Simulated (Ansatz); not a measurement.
```yaml
crystal:
  periodic: [false, false, false]
  atoms:
    - {symbol: O, position_ang: [-1.586054, 0.168435, 1.541103]}
    - {symbol: Al, position_ang: [-0.445455, 0.140749, 0.557299]}
    - {symbol: C, position_ang: [0.729863, -0.952728, -0.465378]}
    - {symbol: C, position_ang: [0.711944, 0.350992, -0.976979]}
    - {symbol: F, position_ang: [1.363384, 0.945983, -1.840137]}
    - {symbol: H, position_ang: [-2.261833, 1.023017, 1.915345]}
    - {symbol: H, position_ang: [1.491323, -1.599528, -0.774733]}
basis:
  gaussian: {orbitals: STO-3G}
magnetization: {spin_polarized: true, initial_magnetization: 8}
hamiltonian: {xc: {name: BHLYP}}
accuracy: high
output: {forces: true}
```

```sh
$ ansatz run in.yaml --threads 2 --pin off --events-out ev --progress --plain --max-ram 4352MiB
```

Output, abridged:

```
Functional definition: BHLYP
614 factors; integrals over basis functions are off by at most 1.3e-8 eV
mean field evaluation 1: about -13256.8629 eV, gradient 2.3e1 eV
mean field evaluation 2: about -13259.0418 eV, gradient 1.8e1 eV
mean field evaluation 4: about -13261.8974 eV, gradient 2.1e0 eV
mean field evaluation 8: about -13262.1254 eV, gradient 1.5e-1 eV
mean field evaluation 16: about -13262.1284 eV, gradient 3.9e-3 eV
mean field evaluation 32: about -13262.1284 eV, gradient 4.9e-8 eV
mean field -13262.12835735 eV, -487.3742277392 hartree, gradient 4.9e-8 eV, S^2 20.004619; 4 other end points of the search recorded, 0 dependent functions left out
reference -13262.12837825 eV, -487.3742285071 hartree; 26, 18 occupied and 5, 13 virtual orbitals, 614 factors
Total energy: -13262.12837825 eV, -487.3742285071 hartree
Atom 0 at    -1.586054     0.168435     1.541103 Å, force    -6.034325    -7.777986     7.610303 eV/Å
Atom 1 at    -0.445455     0.140749     0.557299 Å, force     3.693099     3.488221    -1.890112 eV/Å
Atom 2 at     0.729863    -0.952728    -0.465378 Å, force     3.020282    -9.664183    -0.999591 eV/Å
Atom 3 at     0.711944     0.350992    -0.976979 Å, force    -2.299551     5.783930    -1.401280 eV/Å
Atom 4 at     1.363384     0.945983    -1.840137 Å, force     5.582184     2.744565    -6.291725 eV/Å
Atom 5 at    -2.261833     1.023017     1.915345 Å, force    -5.894028     7.380684     3.292598 eV/Å
Atom 6 at     1.491323    -1.599528    -0.774733 Å, force     1.932340    -1.955231    -0.320193 eV/Å
Dipole moment:     0.776163    -0.384475    -0.622094 e Å
```

In this input the spin is set far too high for this molecule. The run converged. The result belongs to that input, not to the molecule as meant.
